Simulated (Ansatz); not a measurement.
C2H7BGeO (`B[CH]1C[O][GeH2]1`). Charge 0, multiplicity 1.

Z-matrix (Å, degrees):
```
C
C 1 1.536
Ge 1 2.393 2 57.1
O 1 1.441 2 105.5 3 -2.6
H 1 1.094 2 112.0 3 -121.7
H 1 1.095 2 111.7 3 116.0
B 2 1.508 1 123.4 3 -94.2
H 2 1.091 1 115.1 3 105.0
H 3 1.538 1 123.6 2 -90.5
H 3 1.537 1 124.6 2 99.6
H 7 1.199 2 120.2 1 179.7
H 7 1.200 2 120.2 1 5.9
```

Question: What are the harmonic wavenumbers in cm⁻¹ at PBE0-D4/def2-TZVP (Ansatz, finite differences of forces, unscaled)? (An estimate is asked.)

Answer: Ansatz gave: 96, 141, 329, 394, 412, 471, 577, 603, 705, 755, 818, 882, 906, 951, 990, 1027, 1090, 1117, 1213, 1226, 1351, 1362, 1515, 2146, 2155, 2559, 2635, 3040, 3084, 3126.

Question: Is this a minimum?

Answer: Yes, all 30 modes are real.

Question: Give the ideal-gas thermochemistry at 298.15 K and 1 bar (rigid rotor, harmonic oscillator; point group C1, symmetry number 1).

Answer: Zero-point energy 225.4 kJ/mol; H(298) − E = 244.7 kJ/mol; entropy 333.6 J/(mol·K), of which translation 169.6, rotation 110.7, vibration 53.3; G(298) − E = 145.2 kJ/mol. Modes under 100 cm⁻¹ are hindered rotations or soft bends, so the harmonic entropy is rough.

Question: And at 400, 500, 600, 800 and 1000 K?

Answer: 
| T (K) | H − E (kJ/mol) | S (J/mol/K) | G − E (kJ/mol) |
| --- | --- | --- | --- |
| 400 | 257.0 | 368.8 | 109.4 |
| 500 | 271.5 | 401.2 | 70.9 |
| 600 | 288.1 | 431.4 | 29.3 |
| 800 | 325.8 | 485.4 | -62.5 |
| 1000 | 368.1 | 532.5 | -164.4 |

Question: Rotational constants (cm⁻¹)?

Answer: 0.1577, 0.1229, 0.07921.
